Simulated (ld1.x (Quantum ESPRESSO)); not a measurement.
## cobalt, TM: configuration errors across variants

ld1.x (Quantum ESPRESSO) 7.5 input, shortened:

```
&input
   title='Co', zed=27., rel=1, dft='PZ', iswitch=3,
   config='[Ar] 3d6 4s0 4p0'
 /
 &inputp
   pseudotype=2, tm=.true., lloc=1,
   nlcc=.true., new_core_ps=.true., rcore=1.05
 /
3
4S  1  0   0.00   0.00  1.50  1.50  0.0
3D  3  2   6.00   0.00  1.55  1.55  0.0
4P  2  1   0.00   0.00  1.65  1.65  0.0
 &test
   configts(1)='3d6 4s0 4p0'
 /
```

All-electron excitation energies from the reference (eV): (1) 3d7 4s2 4p0 -62.569; (2) 3d7 4s1 4p0 -53.273; (3) 3d7 4s0 4p0 -36.188; (4) 3d5 4s0 4p0 55.651; (5) 3d8 4s0 4p0 -55.864; (6) 3d7 4s1 4p1 -58.140; (7) 3d7 4s1.5 4p0 -58.848; (8) 3d6 4s0 4p0 spin -4.150; (9) 3d7 4s2 4p0 spin -64.552.

Spin tests fill each open shell by Hund’s rule, majority spin first.

Errors AE − PS in meV (a dash: test not solved or not reliable):

| change | (1) | (2) | (3) | (4) | (5) | (6) | (7) | (8) | (9) | bound ghosts |
| --- | --- | --- | --- | --- | --- | --- | --- | --- | --- | --- |
| base | -477 | -520 | -537 | -669 | -1603 | -426 | -500 | +107 | -421 | none |
| core correction Bessel-smoothed model core inside 0.60 bohr | -476 | -519 | -536 | -665 | -1599 | -425 | -499 | +214 | -370 | none |
| core correction Bessel-smoothed model core inside 0.78 bohr | -477 | -519 | -537 | -667 | -1601 | -426 | -500 | +154 | -399 | none |
| core correction Bessel-smoothed model core inside 0.90 bohr | -477 | -520 | -538 | -669 | -1603 | -426 | -500 | +94 | -427 | none |
| core correction Bessel-smoothed model core inside 1.08 bohr | -477 | -520 | -537 | -668 | -1602 | -426 | -500 | +124 | -413 | none |
| core correction Bessel-smoothed model core inside 1.22 bohr | -476 | -518 | -534 | -662 | -1596 | -424 | -499 | +313 | -324 | none |
| core correction Bessel-smoothed model core inside 1.36 bohr | -473 | -513 | -529 | -649 | -1583 | -421 | -495 | +666 | -158 | none |
| core correction Bessel-smoothed model core inside 1.48 bohr | -469 | -508 | -521 | -633 | -1566 | -416 | -490 | +1079 | +37 | none |
| core correction Bessel-smoothed model core inside 1.68 bohr | -459 | -496 | -506 | -602 | -1531 | -405 | -479 | +1850 | +401 | none |
| core correction Bessel-smoothed model core inside 1.80 bohr | -451 | -487 | -497 | -583 | -1509 | -397 | -471 | +2276 | +602 | none |

(1) Give the same row for: core correction none.

## Answers

(1) -214, -325, -422, -471, -1292, -210, -268, +4041, +1597; bound ghosts: none.
